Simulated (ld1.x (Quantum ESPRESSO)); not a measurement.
# u(r) = r·R(r): atom against pseudo-atom (Mo)

Columns: radius, all-electron u(r) and pseudo u(r) of the 4d shell (level -5.05 eV) of molybdenum in the configuration [Ar] 3d10 4s2 4p6 4d5 5s0 5p1; PBEsol, scalar-relativistic, TM scheme, ld1.x (Quantum ESPRESSO) 7.5.

```
r (bohr)  all-electron   pseudo
   0.147        0.2286  -0.0056
   0.294        0.3392  -0.0419
   0.441        0.1573  -0.1265
   0.588       -0.1125  -0.2565
   0.735       -0.3562  -0.4095
   0.882       -0.5380  -0.5544
   1.029       -0.6559  -0.6656
   1.176       -0.7208  -0.7321
   1.323       -0.7463  -0.7570
   1.470       -0.7448  -0.7518
   1.617       -0.7256  -0.7286
   1.764       -0.6954  -0.6961
   1.911       -0.6590  -0.6591
   2.058       -0.6195  -0.6195
   2.205       -0.5791  -0.5791
   2.352       -0.5390  -0.5390
   2.499       -0.5002  -0.5002
   2.646       -0.4631  -0.4631
   2.793       -0.4281  -0.4281
   2.940       -0.3952  -0.3952
   3.087       -0.3644  -0.3644
   3.234       -0.3358  -0.3358
   3.381       -0.3092  -0.3092
   3.528       -0.2846  -0.2846
   3.675       -0.2619  -0.2619
   3.822       -0.2409  -0.2409
```

How many radial nodes do the two functions have?

The all-electron 4d function has n − l − 1 = 1; the pseudo-wave has 0, since the states of the same l below it are removed with the core.

At about which radius was the pseudo-wave matched?

2.10 bohr. The columns agree to 0.0005 from 1.91 bohr on; several derivatives are matched, so the curves merge somewhat inside the radius.

Is the pseudo-wave norm-conserving?

Yes: the TM scheme keeps the norm inside the radius equal to the all-electron one, which fixes the energy derivative of the logarithmic derivative at the level.
